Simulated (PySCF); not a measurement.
## Bond curve of KSe

Set-up: basis K def2-TZVPP, Se def2-TZVPP; no relativity; PySCF 2.14. Energies in eV from K + Se in their ground configurations at the same level. State: ²Π (doublet), unpaired electrons π ↑.

| R (Å) | UHF-MP2 | UHF-CCSD | UHF-SCS-MP2 | ωB97X-V |
| --- | --- | --- | --- | --- |
| 2.557 | -1.781 |  | -1.752 | -2.172 |
| 2.676 | -2.085 | -2.007 | -2.065 | -2.461 |
| 2.795 | -2.253 | -2.183 | -2.242 | -2.619 |
| 2.884 | -2.314 | -2.250 | -2.308 | -2.674 |
| 2.973 | -2.334 | -2.274 | -2.333 | -2.690 |
| 3.062 | -2.323 | -2.267 | -2.325 | -2.675 |
| 3.181 | -2.273 | -2.221 | -2.280 | -2.621 |
| 3.330 | -2.173 | -2.125 | -2.184 | -2.517 |
| 3.508 | -2.019 | -1.976 | -2.035 | -2.359 |
| 3.746 | -1.791 |  | -1.810 | -2.125 |

Put a parabola through the three lowest points of the UHF-MP2 curve and estimate Re, k and ωe (reduced mass 26.19 u; 1 eV/Å² = 0.16022 mdyn/Å; ωe = 1302.8·√(k/μ) cm⁻¹).

Through R = 2.884, 2.973, 3.062 Å the second-order coefficient is 1.96 eV/Å², so Re ≈ 2.986 Å, k ≈ 0.627 mdyn/Å and ωe ≈ 202 cm⁻¹. A polynomial fit of higher order to the unrounded UHF-MP2 energies gives Re = 2.982 Å, k = 0.607 mdyn/Å, ωe = 198 cm⁻¹; anharmonicity and rounding make the difference.

The higher-order fit for each curve: UHF-MP2: Re = 2.982 Å, ωe = 198 cm⁻¹, De = 2.33 eV; UHF-CCSD: Re = 2.994 Å, ωe = 197 cm⁻¹, De = 2.28 eV; UHF-SCS-MP2: Re = 2.994 Å, ωe = 196 cm⁻¹, De = 2.33 eV; ωB97X-V: Re = 2.970 Å, ωe = 199 cm⁻¹, De = 2.69 eV.

Correlated steps freeze 14 core orbitals. Spin–orbit coupling is left out. The state was picked by a PBE0 search and need not be the measured ground state.
